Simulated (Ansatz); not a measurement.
## Ligand exchange: C2H4FI + BH(CH3)I → C2H4I2 + BH(CH3)F

Species: C2H4FI (1-fluoro-2-iodoethane) `FCCI`, singlet; BH(CH3)I, singlet; C2H4I2 `ICCI`, singlet; BH(CH3)F, singlet. The partners trade F for I: C–F and B–I bonds give way to C–I and B–F.

Shapes, held fixed at every level: PBE0-D4/def2-TZVP. Flexible molecules stand in one conformer, not always the lowest. Programs: Ansatz 0.2.0. The zero-point and thermal change to 298 K, harmonic and unscaled (PBE0-D4/def2-TZVP), is -0.3 kJ/mol.

```json
{"level": "HF/def2-SVP", "kind": "Hartree–Fock", "ΔH(298 K) (kJ/mol)": "-105.4", "less CCSD(T)/def2-TZVPP": "+11.0"}
{"level": "HF/def2-TZVPP", "kind": "Hartree–Fock", "ΔH(298 K) (kJ/mol)": "-109.7", "less CCSD(T)/def2-TZVPP": "+6.7"}
{"level": "SPW92/def2-TZVPP", "kind": "LDA", "ΔH(298 K) (kJ/mol)": "-110.6", "less CCSD(T)/def2-TZVPP": "+5.8"}
{"level": "PBE-D4/def2-TZVPP", "kind": "GGA", "ΔH(298 K) (kJ/mol)": "-111.1", "less CCSD(T)/def2-TZVPP": "+5.3"}
{"level": "wB97M-V/def2-TZVPP", "kind": "range-separated hybrid", "ΔH(298 K) (kJ/mol)": "-113.8", "less CCSD(T)/def2-TZVPP": "+2.6"}
{"level": "wB97X-V/def2-TZVPP", "kind": "range-separated hybrid", "ΔH(298 K) (kJ/mol)": "-109.1", "less CCSD(T)/def2-TZVPP": "+7.3"}
{"level": "CCSD(T)/def2-TZVPP", "kind": "coupled cluster or CI", "ΔH(298 K) (kJ/mol)": "-116.4", "less CCSD(T)/def2-TZVPP": "0.0"}
```

The highest level, CCSD(T)/def2-TZVPP, gives ΔH(298 K) = -116.4 kJ/mol; the levels span -116.4 to -105.4. The column of differences is taken from that level and isn't an error. No measured value is set beside it here. For atoms past krypton def2 sets carry core potentials with scalar relativity. Outer-core shells of I are correlated, in sets that cover them unevenly.
